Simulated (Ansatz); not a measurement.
Basis-set extrapolation for `C[O][Al]([OH])[Cl]` (PBE0-D4/def2-TZVP geometry, frozen core, Ansatz 0.2.0). Multiplicity 1, RHF reference.

|  | def2-TZVPP | def2-QZVPP |
| --- | --- | --- |
| HF | -891.633597 | -891.663153 |
| MP2 correlation | -0.910445 | -0.986856 |
| CCSD(T) correlation | -0.978455 | not run |

Energies in hartree. Use E(X) = E(∞) + A·exp(−7.88·√X) for Hartree–Fock and E(X) = E(∞) + B·X^(−2.97) for correlation, with X = 3 and 4, and add CCSD(T) minus MP2 of the smaller set to the MP2 limit.

Q: What is the CCSD(T) energy at the basis-set limit?

A: HF limit: -891.663153 + (-0.029556) × 0.13774 = -891.66722. MP2 limit: -0.986856 + (-0.076411) × 0.74074 = -1.04346. Higher-order term: -0.978455 − (-0.910445) = -0.06801. Total: -892.77869 hartree, 437.5 kJ/mol below CCSD(T)/def2-TZVPP.
